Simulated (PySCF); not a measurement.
**Electronic absorption of SnMe(NHMe)3**

SnMe(NHMe)3, C₄H₁₅N₃Sn.
Bonds: Sn1–C2, Sn1–N6, Sn1–N12, Sn1–N18, N6–C7, N12–C13, N18–C19. Hydrogens: H3, H4, H5 on C2; H8 on N6; H9, H10, H11 on C7; H14 on N12; H15, H16, H17 on C13; H20 on N18; H21, H22, H23 on C19.

Method used: PySCF 2.14.0, density-fitted response routines, TDDFT CAM-B3LYP/def2-SVPD, vertical, gas phase, core orbitals frozen in the response, def2 core potentials past Kr. One conformer (not necessarily the lowest) at the PBE0-D3(BJ)/def2-SVP geometry, without solvent, vibrations or thermal averaging. Spin–orbit coupling is left out.

```csv
state,E (eV),λ (nm),f,"main configurations (H = HOMO, L = LUMO)"
S1,5.12,241.9,0.046,H→L (81%)
S2,5.31,233.5,0.031,"H-1→L (68%), H-1→L+1 (15%)"
S3,5.66,219.0,0.013,"H-2→L (53%), H→L+3 (17%), H-1→L+1 (14%)"
S4,6.22,199.2,0.0037,"H→L+1 (70%), H→L+4 (8%)"
S5,6.31,196.6,0.0066,H→L+2 (78%)
S6,6.40,193.6,0.025,"H-1→L+1 (35%), H-1→L+4 (15%), H-1→L (13%)"
S7,6.56,188.9,0.0090,"H-1→L+3 (36%), H-2→L (11%), H→L+3 (10%)"
S8,6.60,188.0,0.0058,"H→L+3 (30%), H-1→L+3 (15%), H-2→L (10%)"
S9,6.65,186.4,0.022,"H-1→L+2 (29%), H→L+4 (24%), H-2→L+2 (11%)"
S10,6.79,182.5,0.048,"H→L+4 (28%), H-1→L+4 (12%), H-1→L+5 (8%)"
```

Triplets, Tamm–Dancoff:

```csv
state,E (eV),λ (nm),"main configurations (H = HOMO, L = LUMO)"
T1,4.68,265.2,"H→L (67%), H→L+4 (12%)"
T2,4.89,253.5,"H-1→L (56%), H-1→L+1 (19%)"
T3,5.27,235.3,"H-2→L (49%), H→L+3 (14%), H-1→L+1 (9%)"
T4,6.06,204.6,H→L+1 (70%)
```

The lowest singlet comes at 242 nm (494 kJ/mol) in the ultraviolet; it is of moderate strength; its leading configuration is HOMO→LUMO (81%). The largest oscillator strength of a single state is 0.048. Löwdin shares by element: HOMO nitrogen 68% or more, carbon 13% or more (atoms not listed hold the other 19%); LUMO tin 33%, hydrogen 11% or more, carbon 11% or more (atoms not listed hold the other 45%). Weighted by f, the mean energy of these states is 6.04 eV. Orbital energies (eV): HOMO-3 -9.75, HOMO-2 -8.21, HOMO-1 -7.56, HOMO -7.40, LUMO 0.66, LUMO+1 1.52, LUMO+2 1.61. Of the 10 states listed, 6 reach f = 0.01 and none stays under 0.0005. Only the lowest 10 singlets were computed, as vertical energies without vibronic structure.

Time: 4.5 min of wall time (grids of density and orbitals included); peak memory 1.8 GiB. Hardware: one thread of an AMD EPYC, on a shared host.
